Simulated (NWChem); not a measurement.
The numbers come from NWChem runs, not from measurements. System: CH₆BN, charge 0, spin multiplicity 1, at a geometry optimised with PBE/def2-SVP. The structure started from a generated list of species. Level: G0W0@PBE0/def2-TZVPP, RI basis def2-tzvpp-rifit.

Part of the output:

```
             Northwest Computational Chemistry Package (NWChem) 7.3.0
             --------------------------------------------------------

                                NWChem Input Module
                                -------------------

 Scaling coordinates for geometry "geometry" by  1.889725989
 (inverse scale =  0.529177249)

 Turning off AUTOSYM since
 SYMMETRY directive was detected!

                             Geometry "geometry" -> ""
                             -------------------------

 Output coordinates in angstroms (scale by  1.889725989 to convert to a.u.)

  No.       Tag          Charge          X              Y              Z
 ---- ---------------- ---------- -------------- -------------- --------------
    1 B                    5.0000    -1.37428900    -0.22295200     0.00000000
    2 H                    1.0000    -2.11699600    -1.18761200     0.00000000
    3 H                    1.0000    -1.79150200     0.92227400     0.00000000
    4 N                    7.0000     0.00482700    -0.43932600     0.00000000
    5 C                    6.0000     1.06014700     0.55777600     0.00000000
    6 H                    1.0000     0.35111800    -1.40284500     0.00000000
    7 H                    1.0000     1.71256400     0.47170600    -0.89659400
    8 H                    1.0000     1.71256400     0.47170600     0.89659400
    9 H                    1.0000     0.60903000     1.56816000     0.00000000

 Effective nuclear repulsion energy (a.u.)      70.2288858473

            Nuclear Dipole moment (a.u.)
            ----------------------------
        X                 Y               Z
 ---------------- ---------------- ----------------
     0.0000075589     0.0000056692     0.0000000000

      Symmetry information
      --------------------

 Group name             Cs
 Group number              2
 Group order               2
 No. of unique centers     8

      Symmetry unique atoms

     1    2    3    4    5    6    7    9


 Summary of "ao basis" -> "" (spherical)
 ------------------------------------------------------------------------------
       Tag                 Description            Shells   Functions and Types
 ---------------- ------------------------------  ------  ---------------------
 *                         def2-tzvpp                 on all atoms

 new library libraries.bse/

 Summary of "ri basis" -> "" (spherical)
 ------------------------------------------------------------------------------
[...]
    95      3.865357  5 C  s                 64     -1.871076  4 N  s
   166     -1.287883  9 H  s                138     -1.251975  7 H  s
   152     -1.251975  8 H  s                 13     -1.139110  1 B  py
    48      0.830899  3 H  s                124      0.770988  6 H  s
     5     -0.663063  1 B  s                 34     -0.523895  2 H  s

 center of mass
 --------------
 x =  -0.08163375 y =  -0.04665843 z =   0.00000000

 moments of inertia (a.u.)
 ------------------
          56.302628015165         -47.697263217308           0.000000000000
         -47.697263217308         178.486309040603           0.000000000000
           0.000000000000           0.000000000000         223.216243675955

     Multipole analysis of the density
     ---------------------------------

     L   x y z        total         alpha         beta         nuclear
     -   - - -        -----         -----         ----         -------
     0   0 0 0     -0.000000    -12.000000    -12.000000     24.000000

     1   1 0 0      0.801177      0.400585      0.400585      0.000008
     1   0 1 0     -0.119111     -0.059558     -0.059558      0.000006
     1   0 0 1      0.000000      0.000000      0.000000      0.000000

     2   2 0 0    -16.761927    -62.372042    -62.372042    107.982157
     2   1 1 0     -0.463410    -14.525185    -14.525185     28.586960
     2   1 0 1     -0.000000     -0.000000     -0.000000      0.000000
     2   0 2 0    -14.487238    -26.169186    -26.169186     37.851133
     2   0 1 1      0.000000      0.000000      0.000000      0.000000
     2   0 0 2    -15.755914    -10.748667    -10.748667      5.741420

 Task  times  cpu:       21.8s     wall:       21.8s

                                NWChem Input Module
                                -------------------

                                 NWChem GW Module
                                 ----------------

                             ***********************
                             ***        GW       ***
                             ***********************

 Summary of "ri basis" -> "ri basis" (spherical)
 ------------------------------------------------------------------------------
       Tag                 Description            Shells   Functions and Types
 ---------------- ------------------------------  ------  ---------------------
 B                      def2-tzvpp-rifit            22       76   8s6p4d3f1g
 H                      def2-tzvpp-rifit            10       30   4s3p2d1f
 N                      def2-tzvpp-rifit            22       76   8s6p4d3f1g
 C                      def2-tzvpp-rifit            22       76   8s6p4d3f1g

                 Memory Information
                 ------------------
          Available GA per process is          1699.8 MBs
          Available stack per process is        700.0 MBs
          Available heap per process is           0.0 MBs

          Peak memory in Initialization
              Peak GA per process is                  9.4 MBs
              Peak stack per process is               0.4 MBs
              Peak heap per process is                9.6 MBs
              Memory not in MA per process            0.0 MBs

          Peak memory in CDGW Calculation
              Peak GA per process is                 12.0 MBs
              Peak stack per process is               2.5 MBs
              Peak heap per process is                3.2 MBs
              Memory not in MA per process            0.0 MBs

          Computing 2-center integrals
          Computing Inverse Cholesky factor
          Computing 3-center integrals
          Computing Vxc

          Computing Sigma_x
          Computing W(iw) on the imaginary grid
          Solving quasiparticle equations

                  Alpha Orbitals
          State     Energy (eV)     Error (eV)
          -----------------------------------
@GW         9        -14.025           0.002
@GW        10        -13.123           0.002
@GW        11        -11.629           0.002
@GW        12        -10.119           0.002
@GW        13          2.164           0.001
@GW        14          2.637           0.003

     GW Timing Statistics
   ------------------------
   Init.   :          0.1s
     ERIs  :          1.4s
     Distr.:          0.0s
     Vxc   :          2.6s
   Vmo     :          0.0s
   iW      :          2.2s
   I_n     :          0.0s
   R_n     :          0.2s
   GW total:          6.6s

 Task  times  cpu:        6.6s     wall:        6.6s

 Total times  cpu:       28.4s     wall:       28.4s
```

**Question.** Write an NWChem input that would produce this output.

**Answer.** Several could match; the one computed here: 
```
start mol
memory heap 200 mb stack 700 mb global 1700 mb
geometry units angstroms nocenter noautoz
  B     -1.374289    -0.222952     0.000000
  H     -2.116996    -1.187612     0.000000
  H     -1.791502     0.922274     0.000000
  N      0.004827    -0.439326     0.000000
  C      1.060147     0.557776     0.000000
  H      0.351118    -1.402845     0.000000
  H      1.712564     0.471706    -0.896594
  H      1.712564     0.471706     0.896594
  H      0.609030     1.568160     0.000000
  symmetry group Cs
end
basis spherical
  * library def2-tzvpp
end
basis "ri basis" bse spherical
  * library def2-tzvpp-rifit
end
dft
  xc pbe0
  iterations 100
  direct
  tolerances tight
end
task dft energy
gw
  method cdgw
  states alpha occ 4 vir 2
end
task dft gw
```
